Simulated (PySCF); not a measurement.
Molecule: SMILES FC(F)(F)CN([SiH3])[SiH3], C$_{2}$H$_{8}$F$_{3}$NSi$_{2}$.

Cartesian coordinates in Å; atom numbers follow the order of the lines, from 1:
```xyz
16

F    -1.724   -1.031    1.177
C    -1.859   -0.109    0.213
F    -3.082   -0.291   -0.316
F    -1.888    1.082    0.827
C    -0.769   -0.200   -0.847
N     0.542   -0.009   -0.311
Si    1.080    1.632   -0.054
Si    1.317   -1.379    0.444
H    -0.867   -1.189   -1.304
H    -1.004    0.563   -1.596
H     0.671    2.157    1.249
H     0.474    2.401   -1.141
H     2.533    1.572   -0.164
H     0.861   -2.539   -0.325
H     0.960   -1.515    1.855
H     2.746   -1.137    0.282
```

Frames of a GFN2-xTB Langevin trajectory at 400 K; GIAO PBE0/pcSseg-1 shieldings in PySCF 2.14, gas phase, non-relativistic; equivalent atoms averaged within each frame.

Shifts are taken against calculated references (same method and geometry level): CFCl3 for ¹⁹F (170.95 ppm); ¹³C (186.93 ppm), ²⁹Si (349.16 ppm), ¹H (31.72 ppm) against TMS; ¹⁵N (267.73 ppm) against NH3. The references are static minima.

Problem. How do the shifts (ppm) fluctuate along the trajectory?

Solution. 
```
         time (fs)  F1/F3/F4     C2    C5     N6  Si7/Si8  H11/H12/H13/H14/H15/H16  H9/H10
optimised geometry     -88.5  135.9  59.7    2.8    -38.0                     4.77    3.51
               250     -89.4  136.6  57.3  -10.0    -40.5                     4.68    3.10
               425     -81.9  140.0  57.0    0.8    -32.7                     5.17    2.91
               625     -76.7  138.7  57.4   12.4    -39.7                     5.21    4.36
               800     -72.8  139.8  58.4    0.1    -35.7                     4.89    4.57
              1000     -70.1  140.9  55.8   -7.2    -41.0                     4.56    4.26
    mean of frames     -78.2  139.2  57.2   -0.8    -37.9                     4.90    3.84
standard deviation       7.7    1.6   0.9    8.7      3.6                     0.29    0.77
```

5 frames give an uncertainty of the mean of about the standard deviation over 2.2 at best, since frames this close in time may not be independent; classical motion lacks zero-point vibration, and the reference would need the same averaging.
